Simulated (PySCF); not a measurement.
A structure optimised at B3LYP-D3(BJ)/def2-SVP, used in a PySCF frequency run:

```xyz
7

B      0.0150    -0.9686     0.0000
F      1.0835    -1.7697     0.0000
N      0.2145     0.4382     0.0000
C      0.0469     1.6253     0.0000
O     -0.0659     2.7889     0.0000
O     -1.2306    -1.4881     0.0000
H     -1.2370    -2.4546     0.0000
```

### Question
Write its SMILES, formula and point group.

### Answer
O=C=NB(O)F, CHBFNO₂, Cs

### Question
What are its rotational constants (standard atomic weights)?

### Answer
10.388, 1.8710, 1.5854 GHz
